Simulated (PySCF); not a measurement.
# Telling isomers of C8H7F3 apart by NMR

Calculated, not measured (PySCF): PBE0/pcSseg-1 with gauge-including orbitals, geometry from GFN2-xTB. Non-relativistic Hamiltonian, averaged over atoms made equivalent by symmetry, fast rotation or ring inversion, gas phase, one conformer.

Shifts are taken against calculated references (same method and geometry level): 1H (31.72 ppm) and 13C (186.93 ppm) vs TMS. Splittings of carbon signals by F and P are missing where no couplings were computed. Where no couplings were computed, multiplicities follow the n + 1 count of equivalent neighbours, and m marks all less simple cases (inequivalent or close neighbours, rings, F or P nearby). Shifts are as computed. Against solution values, carbons near 30 ppm lie about +3 ppm off and those near 130 ppm about +5 ppm. Of 1211 compounds with measured shifts, 218 miss one by over three times the rms of a fit or turn the order of signals round; such compounds aren't used in these exercises.

(1) Tabulate the signals of `C=C1C=C/C1=C(/C)C(F)(F)F`, `FC(F)(F)CC=C1C=CC=C1`, `Cc1ccc(C(F)(F)F)cc1` and their relative energies.

(2) What is the quickest way to tell C=C1C=C/C1=C(/C)C(F)(F)F from FC(F)(F)CC=C1C=CC=C1?

(3) What is the quickest way to tell FC(F)(F)CC=C1C=CC=C1 from Cc1ccc(C(F)(F)F)cc1?

(4) What is the quickest way to tell C=C1C=C/C1=C(/C)C(F)(F)F from Cc1ccc(C(F)(F)F)cc1?

Results:

(1) 
```json
{"SMILES": "C=C1C=C/C1=C(/C)C(F)(F)F", "carbon types": "4×C 2×CH 1×CH2 1×CH3", "δC": "158.5, 155.4, 155.0, 148.7, 134.4, 117.6, 104.5, 14.3", "δH": "7.52 (d, 1H), 7.27 (d, 1H), 5.26 (m, 1H), 5.16 (m, 1H), 2.16 (s, 3H)", "E rel. (kcal/mol)": "65.1"}
{"SMILES": "FC(F)(F)CC=C1C=CC=C1", "carbon types": "2×C 5×CH 1×CH2", "δC": "157.4, 142.8, 140.0, 139.5, 134.6, 132.2, 123.5, 41.6", "δH": "6.83 (m, 1H), 6.72 (m, 1H), 6.62 (m, 1H), 6.54 (d, 1H), 6.33 (d, 1H), 3.31 (m, 2H)", "E rel. (kcal/mol)": "35.6"}
{"SMILES": "Cc1ccc(C(F)(F)F)cc1", "carbon types": "3×C 4×CH 1×CH3", "δC": "148.0, 134.6, 134.4, 134.1, 132.4, 24.1", "δH": "7.96 (m, 2H), 7.62 (d, 2H), 2.58 (s, 3H)", "E rel. (kcal/mol)": "0.0"}
```

Energies are electronic energies at PBE0/pcSseg-1 on these geometries, without zero-point or thermal terms, each for the one conformer computed, which needn't be the lowest.

(2) Both give the same number of carbon signals, but DEPT or the intensities differ. The first has a terminal =CH2 carbon at 104.5 ppm, the second an allylic sp3 CH2 at 41.6 ppm. Their most deshielded carbons lie at 158.5 and 157.4 ppm. In the proton spectra the most deshielded non-exchanging signals are 7.52 (d, 1H) and 6.83 (m, 1H).

(3) Count the carbon signals: 8 against 6. The first has an allylic sp3 CH2 at 41.6 ppm, the second a methyl carbon on an aromatic ring (CH3) at 24.1 ppm. Their most deshielded carbons lie at 157.4 and 148.0 ppm. In the proton spectra the most deshielded non-exchanging signals are 6.83 (m, 1H) and 7.96 (m, 2H).

(4) Count the carbon signals: 8 against 6. The first has a terminal =CH2 carbon at 104.5 ppm, the second an aromatic CH at 132.4 ppm. Their most deshielded carbons lie at 158.5 and 148.0 ppm. In the proton spectra the most deshielded non-exchanging signals are 7.52 (d, 1H) and 7.96 (m, 2H).
